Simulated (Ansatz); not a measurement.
Molecule: sum formula Si$_{4}$H$_{9}$Cl, net charge 0, singlet state. SMILES: Cl[SiH2][SiH2][SiH2][SiH3]
Structure (B3LYP-D3(BJ)/def2-TZVP (Ansatz, a first-principles code) minimum search):
```
Si
H 1 1.4832
H 1 1.4855 2 108.50
Si 1 2.3440 2 110.01 3 -120.65
H 4 1.4817 1 109.53 2 -59.89
H 4 1.4828 5 109.08 1 -122.10
H 4 1.4837 5 108.56 6 -118.38
Si 1 2.3451 2 108.93 3 119.83
H 8 1.4843 1 111.91 2 -48.36
H 8 1.4861 9 108.65 1 122.21
Si 8 2.3410 9 109.65 10 118.41
H 11 1.4798 8 114.13 9 -43.41
H 11 1.4801 12 108.97 8 124.77
Cl 11 2.0812 12 107.50 13 115.99
```
Charge 0, spin multiplicity 1.

Parts of the frozen-core correlation energy in cc-pV(D+d)Z (Ansatz, hartree). Frozen orbitals: 25; correlated occupied orbitals by spin: 16 and 16; virtual: 119 and 119. No spin-orbit coupling. Non-relativistic.

```
term                             value
-------------------------  -----------
reference (HF)             -1620.53547
MP2 opposite-spin           (withheld)
MP2 same-spin               (withheld)
CCSD correlation            (withheld)
(T)                           -0.01768
T1 diagnostic                    0.013
largest doubles amplitude        0.027
```

Problem. Complete the blanks.

Solution. 
- MP2 opposite-spin, value: -0.43797
- MP2 same-spin, value: -0.10425
- CCSD correlation, value: -0.63948
